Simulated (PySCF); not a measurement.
How far are cheaper levels from CCSD(T)/CBS for TeSe?

PySCF; the state is a triplet (π ↑↑). The composite is CCSD(T) extrapolated to the basis-set limit from two correlation-consistent sets, with core-valence (CV) and scalar-relativistic (SR) terms as its label shows; it has no spin–orbit coupling and nothing beyond (T). Here it is CCSD(T)/CBS(TQ). It gives Re = 2.368 Å, ωe = 322 cm⁻¹ and De = 3.23 eV to Te + Se.

```tsv
level	basis	relativity	Re (Å)	ωe (cm⁻¹)	De (eV)
UHF	cc-pVDZ-PP	scalar-relativistic core potentials	2.337	358	0.96
UHF	x2c-TZVPPall	spin-free X2C	2.326	361	1.13
UHF-CCSD	cc-pVDZ-PP	scalar-relativistic core potentials	2.385	320	2.40
UHF-CCSD(T)	x2c-TZVPPall	spin-free X2C	2.366	319	3.01
revPBE	x2c-TZVPPall	spin-free X2C	2.393	305	3.49
r²SCAN	x2c-TZVPPall	spin-free X2C	2.363	322	3.51
PBE0	cc-pVTZ-PP	scalar-relativistic core potentials	2.353	331	3.35
BHandHLYP	x2c-TZVPPall	spin-free X2C	2.345	338	2.84
ωB97X	cc-pVDZ-PP	scalar-relativistic core potentials	2.349	346	3.15
ωB97X-V	x2c-TZVPPall	spin-free X2C	2.328	351	3.20
```

Question: Give the difference of each row from the composite.

Answer: 

```tsv
level	basis	ΔRe (pm)	Δωe (%)	ΔDe (eV)
UHF	cc-pVDZ-PP	-3.1	+11.2	-2.27
UHF	x2c-TZVPPall	-4.2	+12.1	-2.10
UHF-CCSD	cc-pVDZ-PP	+1.7	-0.6	-0.83
UHF-CCSD(T)	x2c-TZVPPall	-0.2	-0.9	-0.22
revPBE	x2c-TZVPPall	+2.5	-5.3	+0.26
r²SCAN	x2c-TZVPPall	-0.5	+0.0	+0.28
PBE0	cc-pVTZ-PP	-1.5	+2.8	+0.12
BHandHLYP	x2c-TZVPPall	-2.3	+5.0	-0.39
ωB97X	cc-pVDZ-PP	-1.9	+7.5	-0.08
ωB97X-V	x2c-TZVPPall	-4.0	+9.0	-0.03
```

Question: Which rows come closest in De?

Answer: ωB97X-V in x2c-TZVPPall (-0.03 eV), counted from the composite.

Correlated steps freeze the inner cores (8 to 27 orbitals); shallow outer-core shells are correlated. Correlated levels converge slowly with the basis: in double zeta they bind strong bonds too weakly, by up to about 1 eV, and carry superposition errors of some tenths. These are scalar-relativistic numbers at best; spin–orbit coupling would shift them, the dissociation energy most. The state is the lowest determinant that a PBE0 search found; another state may lie lower at other levels.
